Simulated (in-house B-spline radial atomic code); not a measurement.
Zn. Computed with a B-spline radial atomic code. Model: non-relativistic spherical atom: semilocal Troullier-Martins pseudo-atom, one channel per l, against all electrons, high spin, G0W0 and RPA with empty states to l = 8, local potential for every l without a channel, a model core (radius 0 = none) keeps its share of the functional.

What the tables leave out is listed at the end.

The pseudopotential gives back the lowest level of each angular momentum of its own functional in the configuration it was made in; a second state of the same l is only approximately right. Exact exchange, RPA and GW see the smooth pseudo-orbitals and miss the exchange with the core, for which the functional's share stands in. The column with an uncorrelated core keeps all orbitals and exact exchange, and so separates missing core correlation from pseudisation. Only the three outermost levels and the lowest empty one were computed. RPA here is direct RPA, with no exchange kernel, and its energies carry an (l + 1/2)⁻⁴ tail. A hybrid on a potential with a model core restores only its own semilocal share of the core's exchange.

Command:
```bash
python run_psgw.py task.json out
```
Settings (lengths in bohr, energies in hartree):
```
Z                      30
electrons              30
configuration          [Ar] 3d10 4s2
generated_in           [Ar] 3d10 4s2
functional             pbe,pbe
core_shells            4
radius_factor          1.15
core_correction        True
ion_configuration      [Ar] 3d10 4s1
```

Cost of the run: 70 s on 1 thread of Arm Neoverse N1, on a shared host.

Given: made with PBE; model core radius 0.321 bohr; local radius 0.953 bohr; mean-field start PBE.

Valence shells of the generating configuration: 3p, 3d, 4s.

Channel: s 2.464, p 0.686, d 1.939 (radii in bohr).

Computed: largest level miss in the spin-unpolarised generating configuration 0 eV; valence RPA correlation energy all-electron orbitals -1.3303 hartree; valence RPA correlation energy pseudo -1.3341 hartree; all-electron RPA polarisability, core included 32.071 bohr³; pseudo-atom RPA polarisability 32.093 bohr³; ionisation by mean-field all-electron 9.377 eV; ionisation by RPA pseudo minus all 0.816 eV.

```
level  occupied  mean-field all-electron (eV)  mean-field pseudo minus all (eV)  G0W0 all-electron (eV)  G0W0 uncorrelated core minus all (eV)  G0W0 pseudo minus all (eV)  exchange self-energy all-electron (eV)  exchange self-energy pseudo (eV)
   4s         1                       -5.8255                                 0                 -9.2023                                 -0.046                      -0.704                                  -11.76                           -12.361
```

Question: What is the ionisation by RPA all-electron?

Answer: 9.5492 eV.

Question: What is the ionisation by mean-field pseudo minus all?

Answer: 0.016 eV.

Given: mean-field start PBE0.

Computed: all-electron RPA polarisability, core included 28.852 bohr³; pseudo-atom RPA polarisability 26.631 bohr³; ionisation by mean-field all-electron 9.0695 eV; ionisation by mean-field pseudo minus all 0.293 eV; ionisation by RPA all-electron 9.3734 eV; ionisation by RPA pseudo minus all 0.846 eV.

| level | occupied | mean-field all-electron (eV) | mean-field pseudo minus all (eV) | G0W0 all-electron (eV) | G0W0 uncorrelated core minus all (eV) | G0W0 pseudo minus all (eV) | exchange self-energy all-electron (eV) | exchange self-energy pseudo (eV) |
| --- | --- | --- | --- | --- | --- | --- | --- | --- |
| 4s | 1 | -6.5448 | -0.215 | -9.2353 | -0.046 | -0.854 | -11.482 | -12.735 |

Question: What is the valence RPA correlation energy pseudo?

Answer: -1.2803 hartree.

Question: What is the valence RPA correlation energy all-electron orbitals?

Answer: -1.263 hartree.

Among the listed levels the largest G0W0 shift of the pseudo-atom is -0.85 eV, for 4s on the PBE0 start, while leaving the core uncorrelated moves that level by -0.05 eV. So pseudisation and the lost core exchange, not the missing core correlation, make the error. Not in the tables (levels of low weight, unsolved or above zero; the highest and the empty levels are kept at any weight): on PBE the G0W0 levels 3d (pseudo minus all +1.78 eV, weights 0.55 and 0.00), 3p (pseudo minus all +2.92 eV, weights 0.00 and 0.08), 4p (pseudo minus all +0.04 eV, weights 0.91 and 0.91); on PBE0 the G0W0 levels 3d (pseudo minus all +1.46 eV, weights 0.74 and 0.65), 3p (pseudo minus all +3.42 eV, weights 0.06 and 0.42); no Hartree-Fock pseudo-atom is run with a model core.
